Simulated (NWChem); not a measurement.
Species: CH₂Cl₂O₂Si; SMILES Cl[Si](C=O)(O)Cl

```xyz
8

O     -0.5396    -2.5565     0.0878
C     -0.3315    -1.5709     0.7749
Si     0.0166     0.0619    -0.1802
O     -0.0723    -0.3633    -1.7599
Cl     1.8808     0.7864     0.3065
Cl    -1.3928     1.4822     0.3032
H     -0.3485    -1.6422     1.8837
H     -0.2739    -1.3144    -1.8451
```
Atoms are numbered in this order, from 1.

Computed with NWChem. Pople sets run with spherical d functions. STO-3G and 3-21G are far too small for this property and stand as cheap habits. Geometry: optimised at B3LYP/6-31G* (spherical d). GIAO values for the isolated, static molecule; σ is the absolute isotropic shielding, δ = σ(reference) − σ with the isolated reference molecule computed at the same levels (13C: tetramethylsilane, 1H: tetramethylsilane, 17O: water, 29Si: tetramethylsilane).

For level Hartree-Fock/STO-3G:

```yaml
"δ O1 (ppm)": 849.8
"δ C2 (ppm)": 175.4
"δ Si3 (ppm)": -12.9
"δ O4 (ppm)": -78.9
"σ Cl5 (ppm)": 1191.4
"δ H7 (ppm)": 12.63
"δ H8 (ppm)": 0.41
```

Q: What are these values for level B3LYP/6-31G*?

A: δ O1 (ppm): 768.3
δ C2 (ppm): 217.8
δ Si3 (ppm): -11.3
δ O4 (ppm): 42.1
σ Cl5 (ppm): 866.0
δ H7 (ppm): 11.00
δ H8 (ppm): 4.03
